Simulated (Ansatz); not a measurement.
# Worked example: ideal-gas entropy of CHBr2Cl (chlorodibromomethane)

A singlet with charge 0, relaxed at PBE0-D4/def2-TZVP (Ansatz 0.2.0):

```xyz
5

Cl   -0.6636    0.3711    1.5831
C     0.0564    0.1091    0.0110
Br    1.2101   -1.4356    0.0068
Br   -1.2814   -0.0076   -1.3723
H     0.6785    0.9630   -0.2286
```

Harmonic wavenumbers in cm⁻¹: 167, 201, 284, 580, 679, 769, 1172, 1214, 3193.

Masses in u: Cl 35.45, C 12.011, Br 79.904, H 1.008. Take T = 298.15 K, p = 1 bar, R = 8.3145 J/(mol K), kT/hc = 207.22 cm⁻¹, rigid rotor and harmonic oscillator.

**Question.** Compute the standard molar entropy.

**Answer.** 
1. Translation (Sackur–Tetrode): S = R[3/2 ln M + 5/2 ln T − 1.1517] with M = 208.277 gives 175.4 J/(mol K).
2. Rotation: principal moments 203.726, 411.455, 603.191 u Å² give A, B, C = 0.0827, 0.041, 0.0279 cm⁻¹; the symmetry number is σ = 1; q = (√π/σ)√((kT/hc)³/ABC) = 543595; S = R(ln q + 3/2) = 122.3.
3. Vibration: with u = ν̃/207.22, each mode gives R[u/(eᵘ − 1) − ln(1 − e⁻ᵘ)]; the sum is 30.3, most from 167 cm⁻¹ (10.3), 201 cm⁻¹ (8.9), 284 cm⁻¹ (6.3).
4. Electronic: R ln 1 = 0.0, from the spin multiplicity alone.
5. Sum: 175.4 + 122.3 + 30.3 + 0.0 = 328.0 J/(mol K).

The tabulated value is 327.7 J/(mol K) (CRC Handbook of Chemistry and Physics): the model is off by +0.3.
